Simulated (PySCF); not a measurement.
C5H10N2OSi.
Cartesian coordinates in Å at the PBE0-D3(BJ)/def2-SVP level; atoms count from 1:
```
atom  x, y, z in Å
C1    -2.4941   -1.6407   -0.1183
O2    -1.1297   -1.3281   -0.0686
C3    -0.8230   -0.0213   -0.1545
C4    -1.5824    1.1203   -0.2890
C5    -0.6469    2.2033   -0.3236
C6     0.6123    1.6733   -0.2118
N7     0.5077    0.2925   -0.1058
Si8    1.8382   -0.8880    0.0668
N9     3.3546   -0.0860    0.1231
H10   -3.0440   -1.1669    0.7141
H11   -2.9459   -1.3115   -1.0708
H12   -2.5798   -2.7312   -0.0344
H13   -2.6657    1.1822   -0.3543
H14   -0.8877    3.2603   -0.4234
H15    1.5885    2.1512   -0.1944
H16    1.6300   -1.6294    1.3385
H17    1.8178   -1.7903   -1.1148
H18    3.6507    0.4250    0.9461
H19    3.7914    0.2740   -0.7168
```

Method used: PySCF 2.14.0, density-fitted response routines, TDDFT PBE0/def2-SVPD, vertical, gas phase, core orbitals frozen in the response.

Ground-to-excited transition dipoles (e·a0, same axes as the geometry; the sign carries no meaning), for the states with f of 0.002 or more among the lowest 10:

```csv
state,E (hartree),μx,μy,μz
S2,0.1952,0.014,-0.012,-0.202
S4,0.2137,0.037,0.006,-0.157
S5,0.2141,-0.792,-0.602,-0.013
S6,0.2253,0.051,-0.019,-0.255
S8,0.2320,0.206,0.062,-0.009
S10,0.2466,-0.258,0.367,-0.078
```

(1) Work out the oscillator strengths.

(2) What angle do the transition dipoles of S6 and S10 make?

(3) What peak molar absorption coefficient would the strongest computed level give as a lone Gaussian band 0.5 eV wide at half height?

## Answers

(1) f = (2/3) ΔE |μ|² with ΔE in hartree (27.2114 eV).

```csv
state,|μ|² (au),|μ| (D),f
S2,0.041,0.52,0.005
S4,0.026,0.41,0.004
S5,0.990,2.53,0.141
S6,0.068,0.66,0.010
S8,0.046,0.55,0.007
S10,0.207,1.16,0.034
```

(2) |cos θ| = |μa·μb| / (|μa| |μb|) = 0.00, so θ ≈ 90° (taken between 0 and 90°, since the signs are arbitrary).

(3) ε(max) = 2.175×10⁸ f / FWHM, with the width in cm⁻¹. S5: 2.175×10⁸ × 0.1412 / 4033 ≈ 7600 L mol⁻¹ cm⁻¹.

All these states lie below the vertical ionisation energy of 7.28 eV (ΔSCF).

One conformer stands for the species.
